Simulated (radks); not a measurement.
Charge is removed step by step from the 3p (averaged over the sub-levels emptied) level of Cu, starting from [Ar] 3d10 4s1. Method: Dirac Kohn-Sham, PBEsol, spin-unpolarised, spherical densities, point nucleus; computed with a radial shooting solver on a logarithmic mesh with Libxc functionals.

removed (e) = 0: E - E(0) (eV) 0.000; eigenvalue (eV) -71.996; E minus straight line (eV) 0.000
removed (e) = 0.25: E - E(0) (eV) 18.422; eigenvalue (eV) -75.441; E minus straight line (eV) -1.435
removed (e) = 0.5: E - E(0) (eV) 37.749; eigenvalue (eV) -79.228; E minus straight line (eV) -1.964
removed (e) = 0.75: E - E(0) (eV) 58.061; eigenvalue (eV) -83.311; E minus straight line (eV) -1.509
removed (e) = 1: E - E(0) (eV) 79.426; eigenvalue (eV) -87.652; E minus straight line (eV) 0.000

Removing the whole electron costs 79.426 eV by Delta-SCF, against 71.996 eV from minus the eigenvalue at the starting occupation. Slater's transition state (half an electron removed) gives 79.228 eV. Integrating minus the eigenvalue over the occupation (Janak's theorem) gives 79.426 eV. The mean slope of the eigenvalue, de/dn, is 15.7 eV per electron.
